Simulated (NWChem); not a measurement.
C3H4F2O; SMILES C(F)(F)(C)C=O

```xyz
10

C     -1.5051     0.4024     0.0000
C     -0.0007     0.3556     0.0000
F      0.5070     1.0012    -1.1030
F      0.5070     1.0012     1.1030
C      0.6339    -1.0425     0.0000
O     -0.0022    -2.0673     0.0000
H     -1.8949    -0.1018     0.8873
H     -1.8302     1.4461     0.0000
H     -1.8949    -0.1018    -0.8873
H      1.7434    -1.0181     0.0000
```
Atoms are numbered in this order, from 1.

Program: NWChem. Coordinates come from a B3LYP/6-31G* (spherical d) optimisation.

Question: Order these by “orbital gap (eV)”, lowest first: B3LYP/def2-TZVP; Hartree-Fock/def2-TZVP; CAM-B3LYP/def2-TZVP; PBE/def2-TZVP.

Answer: PBE/def2-TZVP (3.58), B3LYP/def2-TZVP (5.95), CAM-B3LYP/def2-TZVP (9.21), Hartree-Fock/def2-TZVP (15.16)
